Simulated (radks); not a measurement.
Task: Excited configurations of the praseodymium ion Pr3+: one electron is placed in a higher orbital outside [Xe] 4f1. The ground configuration is [Xe] 4f2. Method: scalar-relativistic Kohn-Sham, PBE, spin-unpolarised, spherical densities, finite nucleus; Fermi nuclear charge, rms radius 4.8919 fm; computed with a radial shooting solver on a logarithmic mesh with Libxc functionals. Excitation = E - E(ground); binding = E(ion) - E, where the ion is the core of charge +4; n* = 4/sqrt(2 binding) in atomic units, and the quantum defect is n - n*.

outer orbital  excitation (eV)  binding (eV)     n*  quantum defect  eigenvalue (eV)  <r> (bohr)
5d                       8.299        30.714  2.662           2.338          -25.722       2.207
6s                      12.390        26.623  2.860           3.140          -23.307       3.210
6p                      17.382        21.631  3.172           2.828          -18.871       3.713
7s                      24.379        14.633  3.857           3.143          -13.063       5.756
7p                      26.434        12.578  4.160           2.840          -11.181       6.474
7d                      29.408         9.604  4.761           2.239           -8.487       8.035
7f                      32.457         6.556  5.763           1.237           -5.799       11.25

Estimate the row for 6d.

Result: excitation (eV) 23.802; binding (eV) 15.210; n* 3.783; quantum defect 2.217; eigenvalue (eV) -13.286; <r> (bohr) 4.852. The Delta-SCF ionisation energy is 39.013 eV (NIST Atomic Spectra Database: 38.98 eV, semi-empirical). Self-interaction in the functional shifts the binding energies and quantum defects, so they are the method's values and not measured ones. Spin polarisation and multiplet splitting are left out, so open shells lie too high by an amount that depends on their filling. Spin-orbit splitting is averaged out at the scalar-relativistic level.

Beside tabulated values, note that spin-unpolarised runs miss the spin-polarisation part of the exchange energy of open shells.
